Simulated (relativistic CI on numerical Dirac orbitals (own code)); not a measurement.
Fe⁴⁺ in a cubic cluster: 3s photoemission with charge transfer

Computed with a charge-transfer multiplet model of a cubic metal-ligand cluster with up to 2 ligand holes, Slater and spin-orbit integrals from Dirac-Coulomb-Breit ions, Slater integrals scaled by 0.7. The ground state mixes d4 with configurations of k ligand holes L, whose averages lie at kΔ + k(k − 1)U_dd/2; a core hole lowers each added d electron by U_cd. 300 K, Lorentzian 1.4 eV and Gaussian 0.8 eV FWHM.

Atomic integrals in eV (Slater integrals scaled, ζ unscaled), ground: F2dd 9.078, F4dd 5.706, zeta_d 0.064; with the core hole: F2dd 9.724, F4dd 6.140, zeta_d 0.072, G2cd 9.413.

Cluster parameters (eV): Δ = 1.7, U_dd = 5.4, U_cd = 6, 10Dq = 0.2, 10Dq(ligand) = 0.5, final-state hopping factor = 1.

Weights, n_d and S are thermal averages at 300 K. Binding energies count from the first peak over 30 % of the highest in each spectrum, which can be another peak from case to case. The parameters are a model scan and need not match a compound or its usual spin state. Peaks in eV (height, largest 100): 0.0 (100), 6.6 (23), 10.8 (76), 16.1 (14), 19.4 (9).

Which parameters give this spectrum?
A. V(eg) = 1.15 eV, V(t2g) = -0.59 eV
B. V(eg) = 2.05 eV, V(t2g) = -1.06 eV
C. V(eg) = 2.95 eV, V(t2g) = -1.53 eV

A. V(eg) = 1.15 eV, V(t2g) = -0.59 eV; the ground state then has 4.66 d electrons and S = 2.00. The choice follows from running the model for each set and comparing peak positions and heights. Without intra-shell correlation the exchange splitting of the 3s hole comes out too large. The space is cut while the next configuration still counts.
